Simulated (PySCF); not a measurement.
**Structure from 2D NMR**

Compound of formula C$_{4}$H$_{10}$F$_{2}$Si$_{3}$. Correlations simulated from computed shifts and the bond graph:

HSQC (one-bond C–H):
```
  δH     δC
6.48  120.9
6.28  136.7
```

COSY cross peaks (H two or three bonds apart, from the bond graph; peaks can be absent where the dihedral angle is near 90°):
```
  δH    δH
6.28  4.91
```

HMBC (two and three bonds, from the bond graph):
```
  δH                 δC
6.48  172.0, 136.7, 9.6
6.28  172.0, 120.9, 9.6
4.91  172.0, 136.7, 9.6
4.24         172.0, 9.6
```

Carbons without hydrogens: δ 172.0, 9.6.

PySCF calculation with GFN2-xTB structure and shieldings: GIAO PBE0/pcSseg-1; averaged over atoms made equivalent by symmetry, fast rotation or ring inversion, in vacuum, non-relativistic, one computed conformer.

References, each an isolated molecule treated in the same way: $^{1}$H and $^{13}$C vs TMS.

Exchangeable hydrogens are left out of these lists.

Work out the connectivity.

## Answers

`C(F)(F)C1=C[SiH2]C1([SiH3])[SiH3]`.

Structure with atom numbers: `[F:1][CH:2]([F:3])[C:4]1=[CH:5][SiH2:6][C:7]1([SiH3:8])[SiH3:9]`. Each H is labelled by its parent atom.

- δC 172.0 is C4, a fully substituted alkene carbon.
- δC 136.7 is C5, an alkene CH (δH 6.28).
- δC 120.9 is C2, an allylic sp3 CH bonded to 2 F (δH 6.48).
- δC 9.6 is C7, an allylic fully substituted sp3 carbon bonded to 3 Si.
- HMBC from δH 6.48 reaches the proton-free carbons C4, C7.
- HMBC from δH 6.28 reaches the proton-free carbons C4, C7.
- HMBC from δH 4.91 reaches the proton-free carbons C4, C7.
- HMBC from δH 4.24 reaches the proton-free carbons C4, C7.
- COSY links 6.28–4.91.

This is the structure that produced the data.

Shifts are as computed. Against solution values, carbons near 30 ppm lie about +3 ppm off and those near 130 ppm about +5 ppm. Of 1211 compounds with measured shifts, 218 miss one by over three times the rms of a fit or turn the order of signals round; such compounds aren't used in these exercises.
